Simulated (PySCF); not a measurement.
PySCF 2.14 output of an unrestricted PBE calculation on a single atom or ion in aug-cc-pVTZ-DK (9s8p6d3f2g, 102 functions), with the spin-free X2C one-electron Hamiltonian (Gaussian nucleus):

```
SCF conv_tol = 1e-09
number electrons alpha = 23  beta = 18
    J. P. Perdew, K. Burke, and M. Ernzerhof.,  Phys. Rev. Lett. 77, 3865 (1996)
    J. P. Perdew, K. Burke, and M. Ernzerhof.,  Phys. Rev. Lett. 78, 1396 (1997)
    J. P. Perdew, K. Burke, and M. Ernzerhof.,  Phys. Rev. Lett. 77, 3865 (1996)
    J. P. Perdew, K. Burke, and M. Ernzerhof.,  Phys. Rev. Lett. 78, 1396 (1997)
cycle= 1 E= -3818.75860415472  delta_E= -0.0126  |g|= 0.0495  |ddm|= 1.01
cycle= 2 E= -3818.75885099399  delta_E= -0.000247  |g|= 0.0212  |ddm|= 0.135
cycle= 3 E= -3818.75890065817  delta_E= -4.97e-05  |g|= 0.00798  |ddm|= 0.0535
cycle= 4 E= -3818.75892572998  delta_E= -2.51e-05  |g|= 0.000581  |ddm|= 0.0151
cycle= 5 E= -3818.75892599404  delta_E= -2.64e-07  |g|= 0.000227  |ddm|= 0.00373
cycle= 6 E= -3818.75892602988  delta_E= -3.58e-08  |g|= 5.98e-06  |ddm|= 0.000511
cycle= 7 E= -3818.7589260299  delta_E= -2.09e-11  |g|= 1.49e-06  |ddm|= 0.000129
converged SCF energy = -3818.7589260299  <S^2> = 8.7508198  2S+1 = 6.0002733
```

The run itself started from symmetry-adapted Hartree-Fock orbitals and held the occupation by maximum overlap, on a logarithmic radial grid, so the iterations belong to that start.

Question: Which element, charge and spin multiplicity is this?

Answer: Nb (niobium, neutral), multiplicity 6; the state was [Kr] 4d4 5p1, one real determinant (an excited configuration).

⟨L²⟩ = 8.01 against 12 for a pure F term, so this real determinant mixes terms.
